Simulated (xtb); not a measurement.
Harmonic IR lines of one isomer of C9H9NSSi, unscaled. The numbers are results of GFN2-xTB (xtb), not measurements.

```json
[
 {"wavenumber (cm⁻¹)": "117", "relative intensity": "6.0"},
 {"wavenumber (cm⁻¹)": "498", "relative intensity": "4.4"},
 {"wavenumber (cm⁻¹)": "519", "relative intensity": "4.0"},
 {"wavenumber (cm⁻¹)": "573", "relative intensity": "9.1"},
 {"wavenumber (cm⁻¹)": "588", "relative intensity": "5.0"},
 {"wavenumber (cm⁻¹)": "763", "relative intensity": "33"},
 {"wavenumber (cm⁻¹)": "781", "relative intensity": "75"},
 {"wavenumber (cm⁻¹)": "788", "relative intensity": "31"},
 {"wavenumber (cm⁻¹)": "810", "relative intensity": "25"},
 {"wavenumber (cm⁻¹)": "933", "relative intensity": "22"},
 {"wavenumber (cm⁻¹)": "1442", "relative intensity": "4.1"},
 {"wavenumber (cm⁻¹)": "1484", "relative intensity": "3.1"},
 {"wavenumber (cm⁻¹)": "1541", "relative intensity": "26"},
 {"wavenumber (cm⁻¹)": "2202", "relative intensity": "63"},
 {"wavenumber (cm⁻¹)": "2279", "relative intensity": "100"},
 {"wavenumber (cm⁻¹)": "2429", "relative intensity": "13"},
 {"wavenumber (cm⁻¹)": "3044", "relative intensity": "5.9"},
 {"wavenumber (cm⁻¹)": "3053", "relative intensity": "4.8"},
 {"wavenumber (cm⁻¹)": "3076", "relative intensity": "5.1"},
 {"wavenumber (cm⁻¹)": "3088", "relative intensity": "5.7"},
 {"wavenumber (cm⁻¹)": "3094", "relative intensity": "7.3"}
]
```

**Question.** Name which structure gives these lines.
A. `[SiH3]c1cc2cccnc2cc1S`
B. `[SiH3]c1cc(S)cc2ncccc12`
C. `[SiH3]c1ccc(S)c2cccnc12`
D. `[SiH3]c1cc(S)nc2ccccc12`

**Answer.** C, `[SiH3]c1ccc(S)c2cccnc12`
